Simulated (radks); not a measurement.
The numbers below are computed, except where a source is named.
Problem. Species: Tc I. Configuration: [Ar] 3d10 4s2 4p5 4d5 5s2 4f1 (not the ground configuration). Code: a radial shooting solver on a logarithmic mesh with Libxc functionals. Model: scalar-relativistic Kohn-Sham, LDA (Slater exchange, Perdew-Zunger correlation), spin-unpolarised, spherical densities, finite nucleus; Fermi nuclear charge, rms radius 4.4112 fm. Some entries of the table are withheld. Estimate them.

orbital  occ.  eigenvalue (eV)  <r> (bohr)
1s          2        -20853.68     0.03432
2s          2        -2987.187      0.1498
2p          6        -2677.004      0.1304
3s          2        -530.3806      0.4161
3p          6        -428.5229      0.4168
3d         10              (1)      0.3990
4s          2         -84.7636       1.047
4p          5         -56.4001         (2)
4d          5         -16.3491       1.566
5s          2         -11.3740       2.871
4f          1          -0.4348       17.19

Solution. 
(1) 3d eigenvalue (eV): -263.0853
(2) 4p <r> (bohr): 1.154
